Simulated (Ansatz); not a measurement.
The first iterations of a band of C2H8BBrSSi (14 atoms, charge 0, multiplicity 1).

All numbers below come from RHF/def2-SVP (Ansatz 0.2.0).

```json
{
 "movable images": "7",
 "climbing image": "from the first iteration",
 "spring": "5.0 eV/Å²",
 "optimiser": "fire",
 "start path": "through a guess of the saddle point",
 "force threshold": "0.03 eV/Å",
 "iteration limit": "60",
 "end points": "relaxed"
}
```

Initial state:

```xyz
14
Properties=species:S:1:pos:R:3
B -0.424 -1.581 -1.040
C -0.090 -0.427 -0.011
C 0.880 -0.749 1.116
Br -2.002 -0.600 0.689
Si 0.056 1.321 -0.753
S 0.060 2.878 0.734
H -0.174 -2.717 -0.749
H -0.900 -1.320 -2.108
H 1.895 -0.746 0.707
H 0.692 -1.738 1.534
H 0.841 -0.013 1.918
H 1.384 1.419 -1.398
H -1.022 1.523 -1.736
H -1.208 2.721 1.125
```

Final state:

```xyz
14
Properties=species:S:1:pos:R:3
B -0.419 -1.582 -1.042
C -0.094 -0.428 -0.009
C 0.876 -0.748 1.118
Br -2.005 -0.604 0.688
Si 0.050 1.320 -0.753
S 0.071 2.880 0.730
H -0.891 -1.321 -2.112
H -0.167 -2.717 -0.753
H 1.892 -0.736 0.712
H 0.693 -1.740 1.531
H 0.830 -0.016 1.924
H 1.377 1.412 -1.404
H -1.030 1.523 -1.733
H -1.195 2.730 1.132
```

| iteration | highest image above the first end (eV) | largest band force component (eV/Å) |
| --- | --- | --- |
| 1 | 31.841 | 94.445 |
| 2 | 9.117 | 19.203 |
| 3 | 5.522 | 8.623 |
| 4 | 4.647 | 7.164 |
| 5 | 3.636 | 6.923 |
| 6 | 2.655 | 5.926 |
| 7 | 1.733 | 3.881 |
| 8 | 1.572 | 3.722 |
| 9 | 1.311 | 3.170 |
| 10 | 1.031 | 2.331 |
| 11 | 0.858 | 3.176 |
| 12 | 0.673 | 2.986 |
| 13 | 0.443 | 1.825 |
| 14 | 0.280 | 0.944 |
| 15 | 0.277 | 1.222 |
| 16 | 0.271 | 1.148 |
| 17 | 0.260 | 1.005 |
| 18 | 0.248 | 0.822 |
| 19 | 0.235 | 0.691 |
| 20 | 0.225 | 0.693 |

Task: Does the band converge within its limit, and where does its top end?

Result: The run ended unconverged. It ended after 60 iterations with the highest image 0.166 eV above the first end. The band didn't meet its force threshold, so its energies are provisional: the largest band force was still 0.03 eV/Å, and over the last iterations the top stayed at 0.17 eV.

Time of the run: 18 min on 2 threads of Intel(R) Xeon(R) 6975P-C (Granite Rapids) (shared host), peak memory 0.5 GiB.
